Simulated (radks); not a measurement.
Values are calculated unless marked as measured or tabulated.
Initial-state core-level shifts of neutral technetium when its valence configuration changes from [Kr] 4d5 5s2. Code: a radial shooting solver on a logarithmic mesh with Libxc functionals. Model: scalar-relativistic Kohn-Sham, r2SCAN, spin-polarised, spherical densities, finite nucleus; open shells are filled with parallel spins first (spin-orbit coupling, left out, can overturn this in heavy ions); meta-GGA in the generalised Kohn-Sham scheme; Fermi nuclear charge, rms radius 4.4112 fm. Shifts are changes of the shell-averaged eigenvalues in eV (positive: less bound); the change of the density at the nucleus, which sets a Mossbauer isomer shift, is in e/bohr^3, on a base of 1.022e+05.

| valence | 2p | 3s | 3p | 3d | density at nucleus |
|---|---|---|---|---|---|
| 4d4.5 5s2 5p0.5 | -2.802 | -2.770 | -2.770 | -2.779 | +3.94 |
| 4d6 5s1 | +3.381 | +3.369 | +3.369 | +3.378 | -13.64 |
| 4d5 5s1 5p1 | -1.001 | -1.005 | -1.005 | -1.006 | -9.53 |
| 4d5 5s1.5 5p0.5 | -0.606 | -0.608 | -0.608 | -0.608 | -4.91 |
| 4d4 5s1.5 5p1.5 | -6.130 | -6.055 | -6.055 | -6.076 | +1.73 |
| 4d3.5 5s2 5p1.5 | -8.583 | -8.444 | -8.445 | -8.478 | +12.83 |
| 4d4 5s2 5p1 | -5.658 | -5.579 | -5.580 | -5.600 | +8.22 |
| 4d3 5s2 5p2 | -11.580 | -11.365 | -11.366 | -11.414 | +17.72 |
| 4d5.5 5s0.5 5p1 | +0.580 | +0.557 | +0.557 | +0.565 | -19.19 |
